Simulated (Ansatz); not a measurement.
Consider the redistribution: `CC1=C(F)[SiH2]1` + `FC([SiH3])CBr` → `CC1=C(F)[SiH]1F` + `[SiH3]CCBr`.

Gas-phase electronic energies from Ansatz, PBE0-D4/def2-TZVP geometries. CCSD(T)/CBS adds triple-zeta CCSD(T) − MP2 to the extrapolated MP2 energy (def2 sets, frozen cores). Functionals use def2-TZVPP. For Br outer-core shells are correlated without core-valence functions, which leaves a few kJ/mol of doubt a bond. Scalar relativity is left out up to krypton. One conformer a species, not always the lowest.

```tsv
species	PBE0-D4 energy (Eh)
`CC1=C(F)[SiH2]1`	-506.32828
`FC([SiH3])CBr`	-3042.77604
`CC1=C(F)[SiH]1F`	-605.59892
`[SiH3]CCBr`	-2943.59637
```

Task: Work out ΔE.

Result: ΔE = (-605.59892) + (-2943.59637) − (-506.32828) − (-3042.77604) = -0.09097 Eh = -238.8 kJ/mol. CCSD(T)/CBS gives -249.3 kJ/mol.

Largest T1 diagnostic among the species: 0.013.

From PBE to PBE0 (25 % exact exchange), in def2-TZVPP and without D4, ΔE moves by −8.4 kJ/mol.
